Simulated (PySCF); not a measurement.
Rapidly exchanging positions averaged, non-relativistic Hamiltonian, single conformer, isolated molecule. Coordinates at the GFN2-xTB level; shielding tensors at PBE0/pcSseg-1 (GIAO); PySCF.

Chemical shifts δ = σref − σ; 1H (σ = 31.72 ppm), 13C (σ = 186.93 ppm) against TMS, all at this level. Shifts are as computed. Against solution values, carbons near 30 ppm lie about +3 ppm off and those near 130 ppm about +5 ppm (rms about the fit 2.1 ppm; single classes can miss by 10 ppm). Of 1328 compounds with measured shifts, 309 miss one by over three times the rms of a fit or turn the order of signals round; such compounds aren't used in these exercises. Signals without a measured value on file couldn't be tested in this way; 1H shifts scatter by 0.2 ppm about their fit, and single ones miss by 0.5 ppm. OH and NH positions are gas-phase values without hydrogen bonding to other molecules.

Task: Order these molecules by the shift of their most deshielded carbon-bound hydrogen, lowest δ first.
A. FCCF
B. C=C(C#CC)CO
C. O=C1C[C@@H](F)O1
D. NCCN

Result: D (2.51 ppm, hydrogen on an sp3 CH2 bonded to N), A (4.99 ppm, hydrogen on an sp3 CH2 bonded to F), B (5.84 ppm, hydrogen on a terminal =CH2 carbon), C (6.28 ppm, hydrogen on an sp3 CH bonded to F and O).

Task: Order these molecules by the shift of their most deshielded carbon, lowest δ first.
A. O=C1C[C@@H](F)O1
B. FCCF
C. C=C(C#CC)CO
D. NCCN

Result: D (56.2 ppm, sp3 CH2 bonded to N), B (88.7 ppm, sp3 CH2 bonded to F), C (141.7 ppm, fully substituted alkene carbon), A (167.6 ppm, ester carbonyl carbon).

Task: How many 13C and 1H signals does each give (equivalence by symmetry and fast rotation, but not about amide C–N or C=N bonds)? `NCCN`, `O=C1C[C@@H](F)O1`, `C=C(C#CC)CO`, `FCCF`

Result: NCCN: 1 C, 2 H; O=C1C[C@@H](F)O1: 3 C, 3 H; C=C(C#CC)CO: 6 C, 5 H; FCCF: 1 C, 1 H.
